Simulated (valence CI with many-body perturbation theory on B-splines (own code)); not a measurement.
**Gd⁵⁹⁺: fill in the table**

Method: relativistic CI+MBPT: three valence electrons over a frozen Dirac-Fock core [He], a basis of 11 s, 11 p, 9 d, 7 f, 5 g, 2 h, 1 i functions for each j, with the one-electron correlation potential Σ1 (screened to all orders), the two-electron term Σ2, the three-electron term Σ3, Breit, model QED; selected single and double excitations, second order for the rest (own B-spline code, finite nucleus).

The last digits are not significant, and no measured levels were compared; by estimate large intervals hold to a few tenths of a per cent, small ones and those within an open d or f shell to about a per cent.

```tsv
Level	E (× 10³ cm⁻¹)
(2s^2 2p1/2) J=1/2	0.00
(2s 2p1/2^2) J=1/2	1717.0
(2s^2 2p3/2) J=3/2	6127.5
(2s 2p1/2 2p3/2) J=3/2 [a]	7327.4
(2s 2p1/2 2p3/2) J=5/2	7624.9
(2s 2p1/2 2p3/2) J=1/2	?
(2s 2p1/2 2p3/2) J=3/2 [b]	8121.6
(2p1/2^2 2p3/2) J=3/2	9923.9
(2s 2p3/2^2) J=5/2	?
(2s 2p3/2^2) J=1/2	?
(2s 2p3/2^2) J=3/2	14339
(2p1/2 2p3/2^2) J=3/2	?
(2p1/2 2p3/2^2) J=5/2	?
(2p1/2 2p3/2^2) J=1/2	16284
(2p3/2^3) J=3/2	22158
(2s^2 3s) J=1/2	61321
(2s^2 3p1/2) J=1/2	61901
(2s 2p1/2 3s) J=1/2 [a]	?
(2s 2p1/2 3s) J=3/2	62658
(2s 2p1/2 3s) J=1/2 [b]	62864
```

Levels are named by their leading jj configuration (3d3/2^4 stands for four electrons in 3d with j = 3/2), which in mixed levels can hold well under half, so a name can repeat and another be missing. Letters in brackets count levels of one name in rising energy.

The levels stand in rising order. What does the calculation give for the missing energies?

(2s 2p1/2 2p3/2) J=1/2 8108.4; (2s 2p3/2^2) J=5/2 13600; (2s 2p3/2^2) J=1/2 14332; (2p1/2 2p3/2^2) J=3/2 15726; (2p1/2 2p3/2^2) J=5/2 15902; (2s 2p1/2 3s) J=1/2 [a] 62471.
